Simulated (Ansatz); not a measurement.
C3H7ClSi can be A, `CC1(Cl)C[SiH2]1`, or B, `C=C([SiH3])CCl`.

Calculated with Ansatz (gas phase, PBE0-D4/def2-TZVP geometries, no zero-point term in ΔE). CCSD(T)/CBS is the MP2 limit (def2-TZVPP, def2-QZVPP) plus CCSD(T) − MP2 in def2-TZVPP, frozen cores. Functionals use def2-TZVPP. B3LYP here is the variant with VWN-RPA as its local correlation; programs differ in this. Each species was taken in one conformer, which may not be the lowest.

Which is lower in electronic energy at CCSD(T)/CBS, and by how much? (Estimate.)

Ansatz gave: B, by 8.4 kcal/mol.

Give E(B) − E(A) in kcal/mol with PBE-D4, CCSD(T)/def2-TZVPP, PBE0-D4, B2PLYP, MP2/def2-TZVPP, B3LYP, HF/def2-TZVPP. (Best estimate.)

Computed: PBE-D4 -5.0, CCSD(T)/def2-TZVPP -9.1, PBE0-D4 -4.8, B2PLYP -9.6, MP2/def2-TZVPP -6.3, B3LYP -10.7, HF/def2-TZVPP -16.8. None reverses the order clearly.

Largest T1 diagnostic: 0.011.

In def2-TZVPP, CCSD(T) changes the Hartree–Fock value by +7.7 kcal/mol (the triples alone add +0.6 kcal/mol) and MP2 by +10.5 kcal/mol.
